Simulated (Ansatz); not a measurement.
InH₂I. Charge 0, multiplicity 3. Geometry r2SCAN-D4/def2-TZVP, that of the neutral singlet; atoms count from 1.

```xyz
4

In    0.0831   -0.1879    0.2574
H     1.5092   -1.0887    0.0083
H    -0.9975   -0.0590    1.5699
I    -0.5948    1.3355   -1.8356
```

In the def2 sets I, In take a core potential; there is no spin–orbit coupling. At PBE0-D4/def2-TZVP a singlet of charge 0 lies 4.10 eV below the triplet at the same geometry.

Question: Estimate the Mulliken populations from the PBE0/def2-TZVP orbitals of Ansatz.

Answer: 
```tsv
atom	charge (e)	spin (α − β)
In1	-0.05	1.04
H2	0.00	0.11
H3	0.00	0.11
I4	0.06	0.74
```
Mulliken values and Mayer orders depend strongly on the basis.

Question: Where does the spin sit?

Answer: Summed by element: In 1.04, H 0.21, I 0.74, of 2 unpaired in all. Largest on single atoms: In1 1.04, I4 0.74, H2 0.11.

Question: And the Mayer bond orders between bonded heavy atoms (over 0.3)?

Answer: In1–I4 0.73 (2.68 Å).
